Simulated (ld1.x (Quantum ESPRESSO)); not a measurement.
# u(r) = r·R(r): atom against pseudo-atom (bismuth (Bi))

Columns: radius, all-electron u(r) and pseudo u(r) of the 6p shell (level -15.22 eV) of bismuth in the configuration [Xe] 4f14 5d10 6s2 6p1.5; PBE, scalar-relativistic, TM semilocal scheme, ld1.x (Quantum ESPRESSO) 7.5.

| r (bohr) | all-electron | pseudo |
| --- | --- | --- |
| 0.095 | -0.1028 | 0.0045 |
| 0.190 | -0.0161 | 0.0176 |
| 0.285 | 0.1975 | 0.0378 |
| 0.380 | 0.1547 | 0.0630 |
| 0.475 | -0.0249 | 0.0908 |
| 0.570 | -0.1984 | 0.1186 |
| 0.665 | -0.3032 | 0.1447 |
| 0.760 | -0.3305 | 0.1683 |
| 0.855 | -0.2947 | 0.1897 |
| 0.950 | -0.2157 | 0.2103 |
| 1.045 | -0.1124 | 0.2321 |
| 1.140 | 0.0011 | 0.2573 |
| 1.235 | 0.1149 | 0.2884 |
| 1.330 | 0.2225 | 0.3271 |
| 1.425 | 0.3203 | 0.3741 |
| 1.520 | 0.4063 | 0.4282 |
| 1.615 | 0.4799 | 0.4861 |
| 1.710 | 0.5412 | 0.5421 |
| 1.805 | 0.5910 | 0.5910 |
| 1.900 | 0.6299 | 0.6299 |
| 1.995 | 0.6589 | 0.6589 |
| 2.090 | 0.6791 | 0.6791 |
| 2.185 | 0.6916 | 0.6916 |
| 2.280 | 0.6972 | 0.6972 |
| 2.375 | 0.6970 | 0.6970 |
| 2.470 | 0.6917 | 0.6917 |

How many radial nodes do the two functions have?

The all-electron 6p function has n − l − 1 = 4 (the table is too coarse to show those close to the nucleus); the pseudo-wave has 0, since the states of the same l below it are removed with the core.

At about which radius was the pseudo-wave matched?

1.90 bohr, where the columns begin to agree (steps of 0.10 bohr).

Is the pseudo-wave norm-conserving?

Yes: the TM semilocal scheme keeps the norm inside the radius equal to the all-electron one, which fixes the energy derivative of the logarithmic derivative at the level.
